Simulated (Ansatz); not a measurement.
Consider the formal exchange of groups at the Sn–Al bond: `[CH3][AlH][SnH3]` + `[GaH3]` → `[GaH2][SnH3]` + `[CH3][AlH2]`.

Isolated molecules relaxed with PBE0-D4/def2-TZVP in Ansatz; ΔE leaves out vibrations. CCSD(T)/CBS is the MP2 limit (def2-TZVPP, def2-QZVPP) plus CCSD(T) − MP2 in def2-TZVPP, frozen cores. This one scheme is used for every species. DFT in def2-TZVPP. def2 core potentials past Kr. For Ga, Sn outer-core shells are correlated without core-valence functions, which leaves a few kJ/mol of doubt a bond. Scalar relativity is left out up to krypton.

**Question.** Is it downhill or uphill in electronic energy at CCSD(T)/CBS, and by how much? (An estimate is asked.)

**Answer.** Ansatz gave: Downhill: ΔE = -0.10 eV.

**Question.** What do these levels give: ωB97M-V, MP2/def2-SVP, HF/def2-TZVPP, HF/def2-QZVPP, HF/CBS(def2), MP2/CBS(def2)? (Best estimate.)

**Answer.** Computed: ωB97M-V -0.11, MP2/def2-SVP -0.11, HF/def2-TZVPP -0.13, HF/def2-QZVPP -0.12, HF/CBS(def2) -0.12, MP2/CBS(def2) -0.12 eV.

Largest T1 diagnostic among the species: 0.014.

Leaving LDA and LC-ωPBE aside and taking each functional with its dispersion term where it has one, the values, not all of them listed here, spread over 0.06 eV, from BHLYP-D4 to PBE-D4.
